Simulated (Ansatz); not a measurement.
A short molecular-dynamics run on ClH3O3SW, SMILES `[OH][W]([OH])([OH])(=[S])[Cl]`.

```yaml
crystal:
  periodic: [false, false, false]
  atoms:
    - {symbol: O, position_ang: [1.840367, 0.108841, 0.024990]}
    - {symbol: W, position_ang: [-0.030254, 0.110283, -0.145511]}
    - {symbol: O, position_ang: [-1.681041, -0.433067, 0.567000]}
    - {symbol: O, position_ang: [0.027372, -1.382275, -1.263645]}
    - {symbol: S, position_ang: [-0.473938, 1.773693, -1.365998]}
    - {symbol: Cl, position_ang: [0.178587, 0.988354, 2.088548]}
    - {symbol: H, position_ang: [2.285774, 0.413788, 0.819589]}
    - {symbol: H, position_ang: [-1.942449, -0.237921, 1.470502]}
    - {symbol: H, position_ang: [-0.115917, -1.387894, -2.212674]}
basis:
  gaussian: {orbitals: def2-SVP}
hamiltonian: {xc: {name: revPBE}, dispersion: d3bj}
md: {timestep: 1 fs, n_steps: 20, ensemble: nve, temperature: 1000, initial_velocities: maxwell_boltzmann, seed: 108}
```

```sh
$ ansatz run in.yaml --threads 4 --pin off --events-out ev --progress --plain --max-ram 11315MiB
```

```tsv
step	time (fs)	potential energy (eV)	kinetic (eV)	T (K)	conserved (eV)
0	0.0	-31363.9367	0.9048	1000	-31363.0319
1	1.0	-31363.8763	0.8546	944	-31363.0217
2	2.0	-31363.8709	0.8488	938	-31363.0221
3	3.0	-31363.9167	0.8844	977	-31363.0323
4	4.0	-31363.8803	0.8498	939	-31363.0306
5	5.0	-31363.7753	0.7517	831	-31363.0235
6	6.0	-31363.7019	0.6808	752	-31363.0211
7	7.0	-31363.6979	0.6732	744	-31363.0247
8	8.0	-31363.7085	0.6780	749	-31363.0305
9	9.0	-31363.6496	0.6191	684	-31363.0305
10	10.0	-31363.5328	0.5118	566	-31363.0210
11	11.0	-31363.4890	0.4681	517	-31363.0209
12	12.0	-31363.5209	0.4910	543	-31363.0300
13	13.0	-31363.5044	0.4750	525	-31363.0294
14	14.0	-31363.4348	0.4112	454	-31363.0236
15	15.0	-31363.3929	0.3718	411	-31363.0211
16	16.0	-31363.4170	0.3934	435	-31363.0236
17	17.0	-31363.4694	0.4406	487	-31363.0288
18	18.0	-31363.4769	0.4470	494	-31363.0299
19	19.0	-31363.4338	0.4109	454	-31363.0229
20	20.0	-31363.4365	0.4144	458	-31363.0221
```

Velocities are drawn at the set temperature; a run this short doesn't reach equilibrium.

Frames (Å, forces in eV/Å):

```xyz
9
time=0.0 fs
O     1.840    0.109    0.025    0.553   -0.166   -0.538
W    -0.030    0.110   -0.146    0.080   -0.188    0.333
O    -1.681   -0.433    0.567   -0.613   -0.345   -0.359
O     0.027   -1.382   -1.264    0.126   -0.698    0.127
S    -0.474    1.774   -1.366   -0.234    0.879   -0.642
Cl    0.179    0.988    2.089    0.043    0.183    0.461
H     2.286    0.414    0.820    0.391    0.239    0.634
H    -1.942   -0.238    1.471   -0.239    0.142    0.731
H    -0.116   -1.388   -2.213   -0.106   -0.047   -0.748
9
time=1.0 fs
O     1.855    0.108    0.021   -0.578   -0.678   -1.821
W    -0.030    0.111   -0.145    0.510   -0.454    0.181
O    -1.681   -0.428    0.569   -0.349   -0.628   -1.370
O     0.023   -1.380   -1.271    0.112   -0.545    0.217
S    -0.476    1.767   -1.368   -0.253    0.978   -0.677
Cl    0.173    0.986    2.096    0.072    0.174    0.360
H     2.288    0.421    0.786    1.152    0.768    1.939
H    -1.901   -0.194    1.454   -0.566    0.406    1.815
H    -0.124   -1.432   -2.219   -0.100   -0.021   -0.643
9
time=2.0 fs
O     1.869    0.106    0.016   -1.004   -0.755   -1.938
W    -0.030    0.112   -0.145    0.901   -0.726    0.020
O    -1.682   -0.423    0.571   -0.437   -0.634   -1.160
O     0.019   -1.378   -1.278    0.033   -0.452   -0.125
S    -0.477    1.761   -1.371   -0.271    1.079   -0.713
Cl    0.168    0.984    2.103    0.105    0.173    0.282
H     2.300    0.436    0.772    1.234    0.859    2.073
H    -1.865   -0.146    1.455   -0.536    0.396    1.669
H    -0.133   -1.477   -2.232   -0.025    0.060   -0.108
9
time=3.0 fs
O     1.883    0.104    0.009   -0.630   -0.248   -0.766
W    -0.029    0.113   -0.145    1.231   -1.003   -0.138
O    -1.683   -0.419    0.571   -0.688   -0.258    0.067
O     0.015   -1.377   -1.285   -0.063   -0.425   -0.565
S    -0.479    1.755   -1.373   -0.289    1.179   -0.748
Cl    0.163    0.982    2.110    0.139    0.184    0.233
H     2.325    0.459    0.777    0.550    0.363    0.914
H    -1.835   -0.095    1.472   -0.319    0.008    0.486
H    -0.143   -1.521   -2.246    0.069    0.199    0.517
9
time=4.0 fs
O     1.896    0.102    0.002   -0.078    0.423    0.634
W    -0.029    0.114   -0.145    1.492   -1.282   -0.282
O    -1.684   -0.415    0.572   -0.842    0.249    1.322
O     0.011   -1.375   -1.293   -0.125   -0.404   -0.795
S    -0.481    1.750   -1.376   -0.303    1.269   -0.777
Cl    0.158    0.979    2.117    0.172    0.198    0.198
H     2.355    0.485    0.791   -0.290   -0.300   -0.475
H    -1.807   -0.043    1.494   -0.159   -0.498   -0.751
H    -0.151   -1.563   -2.255    0.134    0.345    0.925
9
time=5.0 fs
O     1.909    0.101   -0.004    0.206    0.903    1.535
W    -0.029    0.115   -0.145    1.694   -1.554   -0.408
O    -1.686   -0.411    0.573   -0.831    0.641    2.049
O     0.007   -1.374   -1.301   -0.127   -0.320   -0.666
S    -0.483    1.744   -1.379   -0.312    1.339   -0.795
Cl    0.153    0.977    2.125    0.203    0.211    0.159
H     2.382    0.509    0.800   -0.847   -0.771   -1.366
H    -1.781    0.003    1.508   -0.126   -0.878   -1.481
H    -0.159   -1.602   -2.255    0.141    0.431    0.972
9
time=6.0 fs
O     1.922    0.099   -0.010    0.134    1.096    1.825
W    -0.028    0.116   -0.145    1.860   -1.807   -0.518
O    -1.688   -0.406    0.576   -0.705    0.830    2.197
O     0.003   -1.374   -1.309   -0.064   -0.123   -0.164
S    -0.485    1.740   -1.383   -0.315    1.385   -0.797
Cl    0.148    0.975    2.132    0.235    0.218    0.102
H     2.401    0.525    0.797   -1.034   -0.956   -1.647
H    -1.756    0.042    1.509   -0.194   -1.051   -1.644
H    -0.165   -1.636   -2.245    0.083    0.408    0.645
9
time=7.0 fs
O     1.935    0.099   -0.014   -0.282    0.985    1.538
W    -0.028    0.116   -0.145    2.012   -2.025   -0.612
O    -1.691   -0.401    0.580   -0.523    0.783    1.834
O    -0.001   -1.373   -1.318    0.051    0.193    0.607
S    -0.487    1.735   -1.386   -0.311    1.408   -0.783
Cl    0.143    0.973    2.139    0.272    0.220    0.020
H     2.411    0.532    0.777   -0.864   -0.837   -1.352
H    -1.733    0.070    1.493   -0.326   -0.989   -1.298
H    -0.170   -1.667   -2.230   -0.027    0.262    0.047
9
time=8.0 fs
O     1.949    0.099   -0.018   -1.050    0.536    0.668
W    -0.027    0.117   -0.145    2.156   -2.198   -0.689
O    -1.694   -0.395    0.585   -0.333    0.460    0.992
O    -0.006   -1.372   -1.326    0.173    0.556    1.383
S    -0.490    1.731   -1.390   -0.301    1.409   -0.754
Cl    0.138    0.971    2.147    0.315    0.214   -0.083
H     2.411    0.531    0.745   -0.328   -0.379   -0.477
H    -1.713    0.089    1.465   -0.485   -0.655   -0.473
H    -0.176   -1.695   -2.214   -0.147    0.056   -0.567
9
time=9.0 fs
O     1.961    0.099   -0.021   -2.085   -0.211   -0.650
W    -0.026    0.117   -0.145    2.279   -2.322   -0.746
O    -1.697   -0.389    0.591   -0.172   -0.125   -0.215
O    -0.010   -1.371   -1.333    0.238    0.810    1.802
S    -0.492    1.728   -1.394   -0.287    1.395   -0.714
Cl    0.134    0.969    2.154    0.357    0.203   -0.196
H     2.409    0.526    0.708    0.498    0.376    0.845
H    -1.698    0.101    1.433   -0.619   -0.060    0.715
H    -0.183   -1.723   -2.204   -0.209   -0.065   -0.841
9
time=10.0 fs
O     1.972    0.099   -0.024   -2.956   -0.871   -1.734
W    -0.025    0.118   -0.145    2.354   -2.403   -0.781
O    -1.701   -0.384    0.597   -0.056   -0.729   -1.333
O    -0.014   -1.369   -1.339    0.203    0.824    1.681
S    -0.494    1.725   -1.399   -0.270    1.372   -0.667
Cl    0.129    0.968    2.161    0.394    0.192   -0.297
H     2.412    0.525    0.679    1.190    1.041    1.930
H    -1.688    0.113    1.407   -0.689    0.556    1.800
H    -0.192   -1.751   -2.201   -0.169    0.019   -0.598
9
time=11.0 fs
O     1.982    0.099   -0.029   -3.037   -0.833   -1.625
W    -0.024    0.118   -0.145    2.353   -2.452   -0.791
O    -1.704   -0.378    0.601    0.040   -0.880   -1.636
O    -0.018   -1.367   -1.345    0.099    0.630    1.205
S    -0.497    1.722   -1.403   -0.251    1.344   -0.616
Cl    0.124    0.966    2.169    0.425    0.188   -0.367
H     2.426    0.534    0.669    1.127    1.005    1.822
H    -1.685    0.131    1.399   -0.700    0.721    2.040
H    -0.202   -1.779   -2.204   -0.057    0.277   -0.030
9
time=12.0 fs
O     1.989    0.098   -0.034   -2.378   -0.116   -0.456
W    -0.023    0.118   -0.145    2.269   -2.475   -0.778
O    -1.707   -0.373    0.605    0.141   -0.406   -0.960
O    -0.021   -1.364   -1.349   -0.005    0.386    0.730
S    -0.500    1.720   -1.408   -0.228    1.311   -0.563
Cl    0.120    0.964    2.176    0.453    0.192   -0.405
H     2.450    0.553    0.676    0.358    0.287    0.653
H    -1.689    0.155    1.410   -0.670    0.263    1.266
H    -0.213   -1.805   -2.208    0.060    0.558    0.512
9
time=13.0 fs
O     1.996    0.097   -0.040   -1.625    0.672    0.772
W    -0.021    0.118   -0.145    2.127   -2.469   -0.745
O    -1.711   -0.369    0.609    0.231    0.312    0.056
O    -0.025   -1.361   -1.353   -0.057    0.238    0.504
S    -0.502    1.718   -1.413   -0.202    1.267   -0.504
Cl    0.116    0.963    2.183    0.474    0.198   -0.425
H     2.478    0.574    0.689   -0.481   -0.502   -0.571
H    -1.700    0.182    1.434   -0.592   -0.440    0.128
H    -0.224   -1.825   -2.207    0.125    0.724    0.786
9
time=14.0 fs
O     2.001    0.097   -0.046   -1.170    1.162    1.504
W    -0.020    0.118   -0.145    1.963   -2.426   -0.697
O    -1.714   -0.364    0.612    0.291    0.876    0.825
O    -0.029   -1.358   -1.357   -0.032    0.268    0.613
S    -0.505    1.717   -1.418   -0.170    1.207   -0.434
Cl    0.112    0.961    2.190    0.489    0.198   -0.452
H     2.502    0.591    0.697   -1.008   -0.991   -1.299
H    -1.716    0.204    1.458   -0.473   -0.991   -0.769
H    -0.233   -1.838   -2.198    0.112    0.698    0.708
9
time=15.0 fs
O     2.005    0.097   -0.050   -1.082    1.294    1.682
W    -0.018    0.117   -0.145    1.809   -2.339   -0.634
O    -1.717   -0.359    0.616    0.324    1.150    1.170
O    -0.033   -1.355   -1.360    0.071    0.488    1.034
S    -0.508    1.716   -1.423   -0.134    1.128   -0.354
Cl    0.107    0.959    2.197    0.504    0.189   -0.496
H     2.516    0.598    0.692   -1.160   -1.120   -1.471
H    -1.736    0.217    1.475   -0.349   -1.260   -1.236
H    -0.242   -1.845   -2.182    0.016    0.469    0.306
9
time=16.0 fs
O     2.009    0.098   -0.053   -1.365    1.071    1.331
W    -0.017    0.117   -0.146    1.681   -2.200   -0.553
O    -1.720   -0.353    0.620    0.349    1.127    1.089
O    -0.037   -1.352   -1.363    0.225    0.826    1.623
S    -0.511    1.715   -1.428   -0.092    1.033   -0.263
Cl    0.104    0.958    2.203    0.526    0.171   -0.564
H     2.519    0.594    0.673   -0.935   -0.893   -1.117
H    -1.760    0.218    1.481   -0.254   -1.242   -1.268
H    -0.250   -1.847   -2.163   -0.136    0.106   -0.277
9
time=17.0 fs
O     2.012    0.099   -0.056   -2.038    0.476    0.445
W    -0.015    0.116   -0.146    1.571   -2.010   -0.450
O    -1.722   -0.346    0.625    0.396    0.801    0.560
O    -0.040   -1.348   -1.365    0.361    1.098    2.085
S    -0.514    1.714   -1.433   -0.047    0.926   -0.165
Cl    0.100    0.956    2.210    0.555    0.145   -0.650
H     2.512    0.582    0.644   -0.312   -0.293   -0.230
H    -1.786    0.207    1.474   -0.214   -0.930   -0.845
H    -0.259   -1.848   -2.147   -0.272   -0.212   -0.750
9
time=18.0 fs
O     2.014    0.101   -0.058   -2.984   -0.382   -0.805
W    -0.013    0.116   -0.146    1.456   -1.774   -0.320
O    -1.724   -0.339    0.631    0.511    0.176   -0.442
O    -0.044   -1.343   -1.365    0.390    1.084    2.110
S    -0.516    1.714   -1.439   -0.001    0.814   -0.065
Cl    0.096    0.955    2.216    0.584    0.115   -0.740
H     2.503    0.567    0.612    0.598    0.566    1.017
H    -1.815    0.188    1.459   -0.253   -0.323    0.052
H    -0.271   -1.851   -2.139   -0.300   -0.275   -0.809
9
time=19.0 fs
O     2.014    0.103   -0.061   -3.668   -1.006   -1.699
W    -0.011    0.115   -0.146    1.307   -1.504   -0.166
O    -1.726   -0.332    0.636    0.716   -0.572   -1.688
O    -0.047   -1.338   -1.365    0.286    0.733    1.660
S    -0.519    1.714   -1.444    0.045    0.703    0.034
Cl    0.093    0.954    2.222    0.608    0.086   -0.816
H     2.500    0.557    0.591    1.271    1.187    1.906
H    -1.845    0.165    1.445   -0.371    0.407    1.189
H    -0.286   -1.856   -2.138   -0.194   -0.035   -0.418
9
time=20.0 fs
O     2.012    0.104   -0.065   -3.434   -0.817   -1.417
W    -0.009    0.114   -0.147    1.109   -1.213    0.001
O    -1.728   -0.325    0.640    0.906   -0.993   -2.454
O    -0.050   -1.332   -1.363    0.118    0.219    1.006
S    -0.522    1.714   -1.449    0.090    0.600    0.125
Cl    0.089    0.952    2.228    0.628    0.065   -0.864
H     2.508    0.559    0.587    1.059    0.992    1.617
H    -1.880    0.146    1.442   -0.457    0.808    1.838
H    -0.303   -1.862   -2.141   -0.020    0.339    0.148
```

It took 33 s on 4 threads of an Intel Xeon Platinum 8488C on a shared host, with 0.21 GiB of host memory at the peak.
